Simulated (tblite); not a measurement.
Parent: `[CH2:1]=[C:2]([F:3])[Si@@H:4]1[CH2:5][C@@H:6]1[N:7]([CH3:8])[CH3:9]` with C1–C2–Si4–C5 36°, C5–C6–N7–C8 75°, C6H12FNSi.

Computed geometry: GFN2-xTB, gas phase. One conformer each, not checked by frequencies here.

```csv
coordinate of the parent,value
C1=C2,1.323 Å
C2–F3,1.363 Å
C2–Si4,1.879 Å
Si4–C5,1.884 Å
C5–C6,1.533 Å
C6–N7,1.435 Å
N7–C8,1.451 Å
N7–C9,1.448 Å
Si4–C6,1.894 Å
C1–C2–F3,118.8°
C1–C2–Si4,127.9°
F3–C2–Si4,113.4°
C2–Si4–C5,116.6°
C2–Si4–C6,116.5°
C5–Si4–C6,47.9°
Si4–C5–C6,66.4°
C5–C6–N7,115.8°
Si4–C6–C5,65.7°
Si4–C6–N7,118.7°
C6–N7–C8,111.7°
C6–N7–C9,111.6°
C8–N7–C9,111.5°
```

Q: How does the shared frame change in `[CH2:1]=[C:2]([Cl:3])[Si@@H:4]1[CH2:5][C@@H:6]1[N:7]([CH3:8])[CH3:9]` with C1–C2–Si4–C5 -158°, C5–C6–N7–C8 76°, C6H12ClNSi? Atoms pair as C1 = C1, C2 = C2, Si4 = Si4, C5 = C5, C6 = C6, N7 = N7, C8 = C8, C9 = C9 (parent first).

A: 
| parent | relative | value in the relative | change |
| --- | --- | --- | --- |
| C1=C2 | C1=C2 | 1.325 Å | +0.002 |
| C2–Si4 | C2–Si4 | 1.876 Å | -0.003 |
| Si4–C5 | Si4–C5 | 1.882 Å | -0.002 |
| C5–C6 | C5–C6 | 1.533 Å | 0.000 |
| C6–N7 | C6–N7 | 1.432 Å | -0.003 |
| N7–C8 | N7–C8 | 1.449 Å | -0.002 |
| N7–C9 | N7–C9 | 1.445 Å | -0.003 |
| Si4–C6 | Si4–C6 | 1.895 Å | +0.001 |
| C1–C2–Si4 | C1–C2–Si4 | 125.2° | -2.7 |
| C2–Si4–C5 | C2–Si4–C5 | 117.8° | +1.2 |
| C2–Si4–C6 | C2–Si4–C6 | 118.6° | +2.1 |
| C5–Si4–C6 | C5–Si4–C6 | 47.9° | 0.0 |
| Si4–C5–C6 | Si4–C5–C6 | 66.5° | +0.1 |
| C5–C6–N7 | C5–C6–N7 | 115.9° | +0.1 |
| Si4–C6–C5 | Si4–C6–C5 | 65.6° | -0.1 |
| Si4–C6–N7 | Si4–C6–N7 | 119.4° | +0.7 |
| C6–N7–C8 | C6–N7–C8 | 111.8° | +0.1 |
| C6–N7–C9 | C6–N7–C9 | 112.0° | +0.4 |
| C8–N7–C9 | C8–N7–C9 | 111.8° | +0.3 |

No shared bond changes by more than 0.004 Å. Bonds of the relative outside the shared frame: C2–Cl3 1.732 Å. Point group C1 → C1.

Q: How does the shared frame change in `[CH2:1]=[C:2]([F:3])[Si@@H:4]1[CH2:5][C@@H:6]1[N:7]([CH3:8])[CH2:9][CH3:10]` with C1–C2–Si4–C5 36°, C5–C6–N7–C8 -149°, C6–N7–C9–C10 -67°, C7H14FNSi? Atoms pair as C1 = C1, C2 = C2, F3 = F3, Si4 = Si4, C5 = C5, C6 = C6, N7 = N7, C8 = C9, C9 = C8 (parent first).

A: 
```json
{"parent": "C1=C2", "relative": "C1=C2", "value in the relative": "1.323 Å", "change": "0.000"}
{"parent": "C2–F3", "relative": "C2–F3", "value in the relative": "1.363 Å", "change": "0.000"}
{"parent": "C2–Si4", "relative": "C2–Si4", "value in the relative": "1.880 Å", "change": "+0.001"}
{"parent": "Si4–C5", "relative": "Si4–C5", "value in the relative": "1.882 Å", "change": "-0.002"}
{"parent": "C5–C6", "relative": "C5–C6", "value in the relative": "1.535 Å", "change": "+0.002"}
{"parent": "C6–N7", "relative": "C6–N7", "value in the relative": "1.437 Å", "change": "+0.002"}
{"parent": "N7–C8", "relative": "N7–C9", "value in the relative": "1.459 Å", "change": "+0.008"}
{"parent": "N7–C9", "relative": "N7–C8", "value in the relative": "1.451 Å", "change": "+0.003"}
{"parent": "Si4–C6", "relative": "Si4–C6", "value in the relative": "1.896 Å", "change": "+0.002"}
{"parent": "C1–C2–F3", "relative": "C1–C2–F3", "value in the relative": "118.8°", "change": "0.0"}
{"parent": "C1–C2–Si4", "relative": "C1–C2–Si4", "value in the relative": "128.0°", "change": "+0.1"}
{"parent": "F3–C2–Si4", "relative": "F3–C2–Si4", "value in the relative": "113.3°", "change": "-0.1"}
{"parent": "C2–Si4–C5", "relative": "C2–Si4–C5", "value in the relative": "115.9°", "change": "-0.7"}
{"parent": "C2–Si4–C6", "relative": "C2–Si4–C6", "value in the relative": "117.5°", "change": "+1.0"}
{"parent": "C5–Si4–C6", "relative": "C5–Si4–C6", "value in the relative": "47.9°", "change": "0.0"}
{"parent": "Si4–C5–C6", "relative": "Si4–C5–C6", "value in the relative": "66.5°", "change": "+0.1"}
{"parent": "C5–C6–N7", "relative": "C5–C6–N7", "value in the relative": "117.8°", "change": "+2.0"}
{"parent": "Si4–C6–C5", "relative": "Si4–C6–C5", "value in the relative": "65.5°", "change": "-0.2"}
{"parent": "Si4–C6–N7", "relative": "Si4–C6–N7", "value in the relative": "120.4°", "change": "+1.7"}
{"parent": "C6–N7–C8", "relative": "C6–N7–C9", "value in the relative": "112.5°", "change": "+0.8"}
{"parent": "C6–N7–C9", "relative": "C6–N7–C8", "value in the relative": "111.2°", "change": "-0.4"}
{"parent": "C8–N7–C9", "relative": "C9–N7–C8", "value in the relative": "110.2°", "change": "-1.3"}
```

Of the parent's bonds, N7–C8 changes most (+0.008 Å). Bonds of the relative outside the shared frame: C9–C10 1.522 Å. Point group C1 → C1.
